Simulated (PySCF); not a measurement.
## Ionisation energy of Pr⁺ by level of theory

Pr⁺ [Xe] 4f3 6s1 [4f5/2^3 6s1/2^1, M_J = 4] → Pr²⁺ [Xe] 4f3 [4f5/2^3, M_J = 9/2], as a difference of total energies. Computed with PySCF 2.14 in x2c-QZVPPall-2c (16s16p12d6f4g1h, 213 functions), with the two-component X2C-1e Hamiltonian. Correlated levels: [Ar] 3d10 frozen; the 40 highest virtual spinors dropped. "Screened" scales the spin-orbit matrix elements by Boettger's factors to mimic the two-electron term; Breit and QED terms are absent.

| method | ionisation energy (eV) | difference from reference (eV) |
| --- | --- | --- |
| GHF (spin-free) | 9.883 | -0.748 |
| GMP2 (spin-free) | 10.670 | +0.039 |
| GHF (screened spin-orbit) | 9.883 | -0.748 |
| GMP2 (screened spin-orbit) | 10.667 | +0.036 |

Reference: 10.631 ± 0.02 eV (semi-empirical (NIST evaluation); NIST Atomic Spectra Database, ionization energies).

The spin-free rows relax to the high-spin LS determinant and lack the spin-orbit shift.

The labels give the starting determinants; with spin-orbit coupling the two ends relaxed to ⟨J²⟩ = 23.16, ⟨L²⟩ = 41.81, ⟨S²⟩ = 5.96 and ⟨J²⟩ = 26.90, ⟨L²⟩ = 41.79, ⟨S²⟩ = 3.73.

The determinant of Pr⁺ and of Pr²⁺ mixes levels of different J (the jj label is only the starting occupation), so the difference between spin-free and spin-orbit rows is not the physical spin-orbit shift.
